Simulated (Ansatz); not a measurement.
Ansatz results at the PBE0-D4/def2-TZVP geometry: HOMO energy (PBE/def2-TZVPP) -6.62 eV; HOMO energy (B3LYP/def2-TZVPP) -7.57 eV; LUMO energy (PBE0/def2-TZVPP) -0.30 eV.

Each molecule was computed in one conformer, which needn't be the lowest.

Which molecule gave them?
A. `O[Si@H](F)[Si@H](O)F`
B. `O[SiH2]C[Si](O)(Cl)Cl`
C. `Cl[SiH](Cl)C[CH2][GeH3]`
D. `C[SiH2]S[SiH](Cl)Cl`

D. The others give `O[SiH2]C[Si](O)(Cl)Cl`: -7.08, -8.36, 0.17; `O[Si@H](F)[Si@H](O)F`: -6.71, -7.87, -0.70; `Cl[SiH](Cl)C[CH2][GeH3]`: -7.15, -8.22, 0.16.

B3LYP here is the variant with VWN-RPA as its local correlation; programs differ in this.
